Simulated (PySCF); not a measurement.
Species: C7H6N3 (doublet state).
Atom-mapped SMILES: `[H]/[C:1]=[CH:2]\[N:3]=[CH:4]/[c:5]1[cH:6][n:7][cH:8][cH:9][n:10]1` (hydrogens: H11 on C1; H12 on C2; H13 on C4; H14 on C6; H15 on C8; H16 on C9)

Structure used (GFN2-xTB), in Å, numbered top down from 1:
```
atom  x, y, z in Å
C1     2.2796    1.5351   -0.2446
C2     2.4052    0.6132   -1.1651
N3     2.1068   -0.7218   -0.9794
C4     1.1086   -1.2603   -0.4178
C5    -0.1398   -0.6500    0.0273
C6    -1.2979   -1.4284    0.1853
N7    -2.4367   -0.9066    0.5909
C8    -2.4646    0.3995    0.8231
C9    -1.3370    1.1887    0.6325
N10   -0.1873    0.6625    0.2561
H11    1.9658    1.5483    0.7750
H12    2.8839    0.7966   -2.1195
H13    1.1514   -2.3423   -0.3212
H14   -1.2987   -2.4899   -0.0235
H15   -3.4029    0.8073    1.1702
H16   -1.3442    2.2571    0.7993
```

The hyperfine couplings belong to this conformer and change with its torsions.

Method used: PySCF 2.14.0, UKS B3LYP, pcH-1 on C H N, non-relativistic, mean-field spin-orbit, GIAO. One conformer (not necessarily the lowest) at the GFN2-xTB geometry, without solvent, vibrations or thermal averaging. A GFN2-xTB geometry isn't a minimum of the functional, and hyperfine couplings can be far from their values at a DFT geometry. The frame is twisted about the C2–N3 bond at this geometry (dihedral C1–C2–N3–C4 = 44°); couplings at other torsion angles weren't computed. Stability of the SCF solution: not tested.

(1) Where do the isotropic ENDOR lines of N10, N3, H12, H11, H13, H15, H14 and H16 fall at 1215.6 mT, to first order?

(2) Which pairs are centred on the nuclear Larmor frequency, and which on half the coupling?

Results:

(1) ν± = |νn ± a/2|, one line for each electron-spin manifold; νn = |g_N| × 7.62259 MHz/T × B.

```json
{"nuclei": "N10", "isotope": "14N", "g_N": "0.4038", "νn (MHz)": "3.74", "a_iso (MHz)": "13.25", "lower line (MHz)": "2.88", "upper line (MHz)": "10.37"}
{"nuclei": "N3", "isotope": "14N", "g_N": "0.4038", "νn (MHz)": "3.74", "a_iso (MHz)": "4.87", "lower line (MHz)": "1.31", "upper line (MHz)": "6.18"}
{"nuclei": "H12", "isotope": "1H", "g_N": "5.5857", "νn (MHz)": "51.76", "a_iso (MHz)": "59.99", "lower line (MHz)": "21.76", "upper line (MHz)": "81.75"}
{"nuclei": "H11", "isotope": "1H", "g_N": "5.5857", "νn (MHz)": "51.76", "a_iso (MHz)": "53.79", "lower line (MHz)": "24.86", "upper line (MHz)": "78.65"}
{"nuclei": "H13", "isotope": "1H", "g_N": "5.5857", "νn (MHz)": "51.76", "a_iso (MHz)": "17.30", "lower line (MHz)": "43.11", "upper line (MHz)": "60.41"}
{"nuclei": "H15", "isotope": "1H", "g_N": "5.5857", "νn (MHz)": "51.76", "a_iso (MHz)": "1.67", "lower line (MHz)": "50.92", "upper line (MHz)": "52.59"}
{"nuclei": "H14", "isotope": "1H", "g_N": "5.5857", "νn (MHz)": "51.76", "a_iso (MHz)": "0.68", "lower line (MHz)": "51.42", "upper line (MHz)": "52.10"}
{"nuclei": "H16", "isotope": "1H", "g_N": "5.5857", "νn (MHz)": "51.76", "a_iso (MHz)": "0.62", "lower line (MHz)": "51.45", "upper line (MHz)": "52.07"}
```

(2) Centred on νn, since |a| < 2νn: N3, H12, H11, H13, H15, H14 and H16. Centred on |a|/2 and split by 2νn: N10.
